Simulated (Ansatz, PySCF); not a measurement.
Dimer: H2O (SMILES O) (first 3 atoms) with C2H3N (SMILES CC#N); geometry from B3LYP-D3(BJ)/def2-TZVP.
(charge 0, multiplicity 1):
```xyz
9

O     -0.12078     0.16147    -0.88121
H      0.02235     0.11252     0.07555
H     -1.04094     0.42390    -0.97768
C      0.83022    -0.15009     4.63601
C      0.46010    -0.03539     3.23570
N      0.17011     0.05455     2.12883
H      1.23914    -1.14114     4.83355
H      1.58239     0.59851     4.88552
H     -0.04455     0.00359     5.26811
```

Monomers are frozen at their geometry in the pair; levels with a basis set take the counterpoise correction. Rows marked so take none.

Rows in 3-21G, 6-311+G**, 6-31G* carry no dispersion term and start afresh at each structure (6-31G* with six Cartesian d functions).

The values were computed with Ansatz (a program for electronic structure) with Gaussian orbitals; PySCF for 3-21G rows, 6-311+G** rows, 6-31G* rows, the dispersion terms. Each number belongs to the level named beside it.

Problem. One of these levels gives -5.30 kcal/mol for the interaction energy. Which one is it?
(A) HF/3-21G (no counterpoise)
(B) HF/6-31G* (no counterpoise)
(C) B3LYP/6-311+G** (no counterpoise)
(D) PBE-D4/def2-TZVPPD

Solution. D, PBE-D4/def2-TZVPPD. The others give -6.77 (HF/3-21G (no counterpoise)), -4.13 (HF/6-31G* (no counterpoise)), -4.85 (B3LYP/6-311+G** (no counterpoise))
